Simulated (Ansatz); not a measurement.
Cs₃Br₂, 5 atoms. Hardware: 4 threads of AMD EPYC 7B13 on a shared host.

In the def2 sets Cs takes a core potential; there is no spin–orbit coupling. Correlated methods freeze 18 core orbitals; core or outer-core shells of Cs, Br are correlated, in sets that lack core-valence functions.

(1) How many basis functions does each of these Ansatz runs have, and roughly what does it cost? PBE-D4/def2-TZVP, charge 0 doublet, energy and forces, from earlier orbitals; PBE-D4/def2-SVP, charge 0 doublet, energy, from earlier orbitals; B3LYP-D4/def2-TZVP, charge 0 doublet, energy, from earlier orbitals; PBE-D4/def2-SVP, charge 0 doublet, energy with a search over starts; ωB97M-V/def2-TZVP, charge 0 doublet, energy, from earlier orbitals; PBE0-D4/def2-SVP, charge 0 doublet, energy, from earlier orbitals; MP2/def2-TZVP, charge 0 doublet, energy, from earlier orbitals; PBE0-D4/def2-TZVP, charge 0 doublet, energy, from earlier orbitals; r2SCAN-D4/def2-TZVP, charge 0 doublet, energy, from earlier orbitals; revPBE-D4/def2-TZVP, charge 0 doublet, energy, from earlier orbitals; PBE0-D4/def2-SVP, charge 0 doublet, relaxation, 4 steps; CCSD(T)/def2-SVP, charge 0 doublet, energy, from earlier orbitals.

Answers

(1) Other jobs shared the machine, so times can vary by a factor of up to 3. A dash marks memory too small to be measured apart from the calling script's.

```tsv
run	functions	fitting or Cholesky vectors	wall time	peak host memory (GiB)
PBE-D4/def2-SVP, charge 0 doublet, energy, from earlier orbitals	136	1452	4.1 s	–
revPBE-D4/def2-TZVP, charge 0 doublet, energy, from earlier orbitals	183	1706	6 s	–
MP2/def2-TZVP, charge 0 doublet, energy, from earlier orbitals	183	1472	6.5 s	0.78
PBE0-D4/def2-SVP, charge 0 doublet, energy, from earlier orbitals	136	1284	6.5 s	0.59
PBE-D4/def2-TZVP, charge 0 doublet, energy and forces, from earlier orbitals	183	1706	7 s	–
PBE-D4/def2-SVP, charge 0 doublet, energy with a search over starts	136	1452	8 s	–
B3LYP-D4/def2-TZVP, charge 0 doublet, energy, from earlier orbitals	183	1472	8 s	0.84
PBE0-D4/def2-TZVP, charge 0 doublet, energy, from earlier orbitals	183	1472	9.5 s	0.84
r2SCAN-D4/def2-TZVP, charge 0 doublet, energy, from earlier orbitals	183	1706	14 s	0.63
PBE0-D4/def2-SVP, charge 0 doublet, relaxation, 4 steps	136	1393	18 s	0.57
ωB97M-V/def2-TZVP, charge 0 doublet, energy, from earlier orbitals	183	1472	33 s	1.7
CCSD(T)/def2-SVP, charge 0 doublet, energy, from earlier orbitals	136	1284	2.3 min	3.1
```
